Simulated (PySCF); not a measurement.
## K: excitation energy

K [Ar] 4s1 (2S) → K [Ar] 3d1 (2D), as a difference of total energies. Calculation: PySCF 2.14, in x2c-QZVPPall with one added diffuse shell each of s, p, d, f type (12s8p5d4f, 89 functions); scalar relativity by spin-free X2C-1e. Correlated levels: valence and next inner shell: [Ne] frozen. The calculations carry no spin-orbit coupling.

```
                                method  excitation energy (cm⁻¹)
                                   UHF                     19855
                                   LDA                     19560
                                   PBE                     18343
                                  PBE0                     18979
                                r2SCAN                     18782
                             CAM-B3LYP                     20466
                                 TPSSh                     18017
                               wB97X-V                     20529
    MP2 (valence and next inner shell)                     21609
SCS-MP2 (valence and next inner shell)                     21266
```

Errors of the correlated levels include the incompleteness of this basis and the frozen core.

For comparison: 21536 cm⁻¹ (measured; NIST levels, between the centres of gravity of the two terms).
